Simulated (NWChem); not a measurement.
LiOH cation, doublet; SMILES of the neutral closed-shell parent [Li][OH]

```xyz
3

Li     0.0114     1.5022     0.0000
O     -0.0668    -0.4111     0.0000
H      0.5005    -1.2178     0.0000
```
Atoms are numbered in this order, from 1.

Program: NWChem. Spin-unrestricted. Coordinates come from a B3LYP/6-31G* (spherical d), spin-unrestricted optimisation. The spin multiplicity was typed, not searched, and may not be the lowest. No stability test was run on the SCF state. Total energies compare along this basis series because the functional is fixed.

```
level            basis functions  energy (Ha)  highest occupied level (eV)  lowest empty minus highest occupied level, either spin (eV)   <S²>
---------------  ---------------  -----------  ---------------------------  -----------------------------------------------------------  -----
UHF/cc-pVDZ                   33     -82.6728                       -20.88                                                        16.34  0.755
UHF/aug-cc-pVDZ               55     -82.6775                       -20.93                                                        16.12  0.757
UHF/cc-pVTZ                   74     -82.6950                       -20.97                                                        16.32  0.757
UHF/aug-cc-pVTZ              115     -82.6960                       -20.98                                                        16.22  0.757
UHF/cc-pVQZ                  140     -82.7012                       -20.98                                                        16.29  0.757
```
